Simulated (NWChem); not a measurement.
All runs are NWChem calculations. System: CF, charge 1, spin multiplicity 1, displaced from the optimised geometry. The structure started from a generated list of species. Level: MP2/cc-pVDZ, 2 core orbitals frozen, spin-restricted.

The NWChem input:

```
start mol
memory heap 200 mb stack 900 mb global 1100 mb
charge 1
geometry units angstroms nocenter noautoz noautosym
  C      0.000000     0.000000     0.692096
  F      0.000000     0.000000    -0.749770
end
basis spherical
  * library cc-pvdz
end
scf
  rhf
  nopen 0
  maxiter 100
  thresh 1e-7
  semidirect memsize 60000000 filesize 0
end
mp2
  freeze core 2
end
task mp2 energy
```

Part of the output:

```
             Northwest Computational Chemistry Package (NWChem) 7.3.0
             --------------------------------------------------------

                                NWChem Input Module
                                -------------------

 Scaling coordinates for geometry "geometry" by  1.889725989
 (inverse scale =  0.529177249)

                             Geometry "geometry" -> ""
                             -------------------------

 Output coordinates in angstroms (scale by  1.889725989 to convert to a.u.)

  No.       Tag          Charge          X              Y              Z
 ---- ---------------- ---------- -------------- -------------- --------------
    1 C                    6.0000     0.00000000     0.00000000     0.69209600
    2 F                    9.0000     0.00000000     0.00000000    -0.74977000

 Effective nuclear repulsion energy (a.u.)      19.8184654094

            Nuclear Dipole moment (a.u.)
            ----------------------------
        X                 Y               Z
 ---------------- ---------------- ----------------
     0.0000000000     0.0000000000    -4.9045079034


 Summary of "ao basis" -> "" (spherical)
 ------------------------------------------------------------------------------
       Tag                 Description            Shells   Functions and Types
 ---------------- ------------------------------  ------  ---------------------
 *                          cc-pvdz                   on all atoms

 Summary of "ao basis" -> "ao basis" (spherical)
 ------------------------------------------------------------------------------
       Tag                 Description            Shells   Functions and Types
 ---------------- ------------------------------  ------  ---------------------
 C                          cc-pvdz                  6       14   3s2p1d
 F                          cc-pvdz                  6       14   3s2p1d

                                 NWChem SCF Module
                                 -----------------

  ao basis        = "ao basis"
  functions       =    28
  atoms           =     2
[...]
     1   1 0 0      0.000000      0.000000      0.000000
     1   0 1 0      0.000000      0.000000      0.000000
     1   0 0 1      1.058152      0.000000     -4.904508

     2   2 0 0     -5.917785      0.000000      0.000000
     2   1 1 0     -0.000000      0.000000      0.000000
     2   1 0 1      0.000000      0.000000      0.000000
     2   0 2 0     -5.917785      0.000000      0.000000
     2   0 1 1      0.000000      0.000000      0.000000
     2   0 0 2     -5.457547      0.000000     28.330598

                   NWChem MP2 Semi-direct Energy/Gradient Module
                   ---------------------------------------------

  Basis functions       =     28
  Molecular orbitals    =     28
  Frozen core           =      2
  Frozen virtuals       =      0
  Active alpha occupied =      5
  Active beta occupied  =      5
  Active alpha virtual  =     21
  Active beta virtual   =     21
  Use MO symmetry       = F
  Use skeleton AO sym   = F

  AO/Fock/Back tols     =   1.0D-09  1.0D-09  1.0D-09

 GA uses MA = F    GA memory limited = T

 Available:
  local mem=  1.26D+08
 global mem=  1.44D+08
 local disk=  0.00D+00
  mp2_memr nvloc                    21
  nvloc new                    21
   1 passes of   5:        2097152                       4276                    146329.
   1 passes of   5: M    126155095           G      144177632           F     124057943.

 Semi-direct pass number   1 of   1  for RHF alpha+beta  at        0.2s
  vrange nnbf                   406
  mp2_eaftype                    10  avail_ma_in_mb                  1099
 EAF : mp2_eaftype filesize          10      73165.
  mp2_eaf for mointskh                     10
Node 0 wrote      0.3 Mb in      0.0 s     Agg I/O rate:   810.9 Mb/s
 Done moints_semi at        0.3s
  mp2_eaftype                    10  avail_ma_in_mb                  1089
 EAF : mp2_eaftype filesize          10      73165.
  mp2_eaf for kh                    10
 Done maket at        0.3s
 Done multipass loop at        0.3s

          -------------------------------------------
          SCF energy                -136.764001365898
          Correlation energy          -0.297634924779
          Singlet pairs               -0.182894199747
          Triplet pairs               -0.114740725031
          Total MP2 energy          -137.061636290677
          -------------------------------------------

          ---------------------------------------------------
                    Spin Component Scaled (SCS) MP2
          Same spin pairs                     -0.076493816688
          Same spin scaling factor             0.333333333333
          Opposite spin pairs                 -0.221141108091
          Opposite spin scaling fact.          1.200000000000
          SCS-MP2 correlation energy          -0.290867268605
          Total SCS-MP2 energy              -137.054868634504
          ---------------------------------------------------

 -----------------------
 Performance information
 -----------------------

 Timer overhead =  1.42D-07 seconds/call

               Nr. of calls         CPU time (s)                 Wall time (s)                GFlops
             ---------------    -------------------     ------------------------------   -------------------
Name         Min   Avg   Max    Min     Avg     Max     Min     Avg     Max   Mx/calls   Min     Max     Sum
mp2: moin     1     1     1   0.16    0.16    0.16     0.16    0.16    0.16    0.16      0.0     0.0     0.0
mp2: make     1     1     1   1.01E-2 1.01E-2 1.01E-2  1.01E-2 1.01E-2 1.01E-2 1.01E-2   0.0     0.0     0.0
mp2: tota     1     1     1   0.19    0.19    0.19     0.19    0.19    0.19    0.19      0.0     0.0     0.0

 The average no. of pstat calls per process was 3.00D+00
 with a timing overhead of 4.27D-07s

 Task  times  cpu:        0.3s     wall:        0.3s

 Total times  cpu:        0.3s     wall:        0.3s
```
